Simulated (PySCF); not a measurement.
PBE0-D3(BJ)/def2-TZVP geometry optimisation, IEF-PCM water with PySCF 2.14 and geomeTRIC: [TiCl5]2-, charge -2, multiplicity 2. Start (model start, shaken):

```
6

Ti    0.0000    0.0045   -0.0041
Cl   -0.0134   -0.0068    2.3051
Cl    0.0009    0.0201   -2.3274
Cl    2.3107    0.0073    0.0053
Cl   -1.1584    1.9952   -0.0004
Cl   -1.1496   -2.0293   -0.0069
```

```tsv
step	E − E(start) / kcal mol⁻¹	largest force / Eh bohr⁻¹
0	0.00	0.02301
1	-3.13	0.00534
2	-3.52	0.00159
3	-3.62	0.00254
4	-3.64	0.00204
5	-3.65	0.00072
6	-3.64	0.00112
7	-3.64	0.00161
8	-3.66	0.00136
9	-3.68	0.00078
10	-3.71	0.00055
11	-3.75	0.00116
12	-3.79	0.00138
13	-3.82	0.00190
14	-3.81	0.00112
15	-3.83	0.00076
16	-3.84	0.00029
```

The optimisation met its thresholds. End point:

```
6

Ti   -0.0323   -0.0332   -0.0073
Cl   -0.3175   -0.2591    2.4043
Cl    0.2052    0.1683   -2.4283
Cl    2.2966   -0.0352    0.2422
Cl   -0.9106    2.1273    0.0774
Cl   -1.2510   -1.9770   -0.3166
```

Metal–donor distances, start → end: Cl2 2.309 → 2.439 Å, Cl3 2.323 → 2.441 Å, Cl4 2.311 → 2.342 Å, Cl5 2.303 → 2.334 Å, Cl6 2.336 → 2.315 Å.

No frequencies were computed, so the end point may be a saddle point.
